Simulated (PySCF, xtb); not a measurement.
N-methylmethanimine (C₂H₅N), SMILES C=NC.

Harmonic wavenumbers (cm⁻¹) from xtb with GFN2-xTB at its own minimum, in rising order: 201, 451, 668, 985, 1012, 1064, 1095, 1206, 1388, 1421, 1456, 1472, 1763, 2855, 2884, 2990, 3006, 3077.

Task: What does PBE-D3(BJ)/def2-TZVP in PySCF 2.14.0 give at its own minimum? (An estimate is asked for; the answer gives what the named calculation found.)

Result: 221, 464, 678, 951, 1015, 1083, 1100, 1192, 1375, 1420, 1423, 1454, 1685, 2893, 2898, 3003, 3023, 3057. Paired by order, the mean absolute difference is 20 cm⁻¹ and the zero-point energies are 41.4 and 41.4 kcal/mol.
